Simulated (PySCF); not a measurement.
A side-by-side comparison of computed properties.

First species: C₄H₁₅NOSi₃.
SMILES with atom numbers: `[CH3:1][O:2][C@@H:3]1[SiH2:4][CH2:5][SiH2:6][CH2:7][Si@H:8]1[NH2:9]` (hydrogens: H10, H11, H12 on C1; H13 on C3; H14, H15 on Si4; H16, H17 on C5; H18, H19 on Si6; H20, H21 on C7; H22 on Si8; H23, H24 on N9)

Second species: C5H10F3OP.
Z-matrix (Å and degrees, GFN2-xTB geometry), rows numbered from 1:
```
C 
C   1  1.5222
P   2  1.8342  1  108.00
O   3  1.4628  2  114.40  1    61.23
C   3  1.8505  2  104.95  1  -175.08
C   5  1.5212  3  109.36  2  -161.39
C   6  1.5106  5  110.11  3   -72.64
F   7  1.3414  6  112.26  5    55.77
F   7  1.3380  6  112.63  5   176.70
F   7  1.3460  6  112.22  5   -63.41
H   1  1.0885  2  109.59  3   -55.77
H   1  1.0881  2  111.14  3  -176.07
H   1  1.0893  2  110.44  3    63.27
H   2  1.0933  1  110.43  3   117.28
H   2  1.0902  1  111.34  3  -121.70
H   3  1.3896  2  102.60  1   -63.89
H   5  1.0940  3  106.12  2   -43.83
H   5  1.0901  3  111.79  2    74.47
H   6  1.0938  5  109.43  3    45.16
H   6  1.0918  5  112.23  3   167.12
```

Levels: PBE0/pcSseg-1 for HOMO energy, LUMO energy and HOMO–LUMO gap. Geometries: GFN2-xTB. All species are isolated and taken at one optimised geometry, non-relativistic unless stated. Electronic properties by PySCF.

The conformers computed, where there is a choice (atom-mapped SMILES and torsion angles):
- `[CH3:1][CH2:2][P@@H:3](=[O:4])[CH2:5][CH2:6][C:7]([F:8])([F:9])[F:10]`: C1–C2–P3–O4 61°, C2–P3–C5–C6 -161°, P3–C5–C6–C7 -73°, C5–C6–C7–F8 56°

The conformers of `CO[C@@H]1[SiH2]C[SiH2]C[Si@H]1N` aren't listed.

Values for the first species:

- HOMO energy: -6.78 eV
- LUMO energy: 0.50 eV
- HOMO–LUMO gap: 7.28 eV

Task: Estimate the same properties for the second species, and the change in each.

Result: 
```tsv
property	first	second	second less first
HOMO energy	-6.78 eV	-7.83 eV	-1.05 eV
LUMO energy	0.50 eV	1.07 eV	+0.57 eV
HOMO–LUMO gap	7.28 eV	8.90 eV	+1.62 eV
```

